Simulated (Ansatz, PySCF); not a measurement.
This singlet lies 1.31 eV below the relaxed triplet at the level composite: frozen-core CCSD(T) with HF/cc-pVQZ and the correlation energy extrapolated as X^-3 from cc-pVTZ and cc-pVQZ, plus CCSDT(Q) minus CCSD(T) in cc-pVDZ // PBE0-D3(BJ)/def2-TZVP (Ansatz, a program for electronic structure).

**H3BN, SMILES `B[NH+]` (lower singlet) (charge 1, multiplicity 1)**

The numbers are results of PBE0-D3(BJ)/def2-TZVP in PySCF, not measurements.

```json
{
 "HOMO": "-16.31 eV",
 "HOMO–LUMO gap": "6.52 eV",
 "LUMO": "-9.79 eV",
 "total_energy": "-80.9131 Ha",
 "cost": "very roughly 5 core-seconds"
}
```

Bond lengths (Å): B1–N2 1.214, B1–H3 1.302, B1–H4 1.302, N2–H5 1.007. Angles (°): N2–B1–H3 159.4, N2–B1–H4 159.5, H3–B1–H4 41.1, B1–N2–H5 180.0.
Charge +1, spin multiplicity 1.
